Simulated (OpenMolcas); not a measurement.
**C+, Si+, Ge+, Sn+, Pb+: ns² np down the group**

```json
{
  "Program": "OpenMolcas",
  "Method": "XMS-CASPT2, IPEA 0.25 Eh, imaginary shift 0.1 Eh",
  "Basis": "ANO-RCC-VTZP",
  "Scalar Hamiltonian": "DKH2, point nucleus",
  "Spin-orbit coupling": "state interaction with AMFI integrals over the reference wave functions, term energies averaged over their components"
}
```

Active space for each ion: 3 electrons in 4 orbitals (s p); closed shells correlated by CASPT2: C+ 1s; Si+ 2s 2p; Ge+ 3d; Sn+ 4d; Pb+ 5d.

Computed levels in cm-1 above ²P°_1/2:

| Level | C+ | Si+ | Ge+ | Sn+ | Pb+ |
| --- | --- | --- | --- | --- | --- |
| ²P°_3/2 | 57.2 | 252 | 1597 | 3790 | 12370 |
| weight of ²P° in the lowest level (%) | 100 | 100 | 100 | 100 | 100 |

Measured, with the error of the calculation in %. Measured levels: C+, Si+, Ge+, Sn+, Pb+ from NIST Handbook of Basic Atomic Spectroscopic Data.

```
  Level           C+          Si+          Ge+           Sn+            Pb+
²P°_3/2  63.4 (-9.8)  287 (-12.2)  1767 (-9.6)  4251 (-10.8)  14081 (-12.1)
```

The fine-structure level ²P°_3/2 changes by a factor of 216 from C+ to Pb+.

CASPT2 does not keep the components of a term degenerate, so their means are used; among the terms shown or strongly mixed into the levels shown the widest spread is 130 cm-1 (5s² 5p ²P°, Sn+). Over all roots computed the reference weight is 0.93 to 0.99 in C+, 0.86 to 0.99 in Si+, 0.88 to 0.96 in Ge+, 0.84 to 0.93 in Sn+, 0.84 to 0.93 in Pb+; the roots of lowest weight are the least certain, and an intruder state may touch them. Some high roots are left out of the spin-orbit mixing, which shifts the levels that they would mix with (holds for Ge+; Pb+). Measured partners are found by configuration, term and J. A level has none where our copy of the source lacks it or the pairing is in doubt (some pairs that miss far off the trend of their configuration count as doubtful), and it then counts in no deviation. Levels of configurations outside the active space are missing.

° marks odd parity.
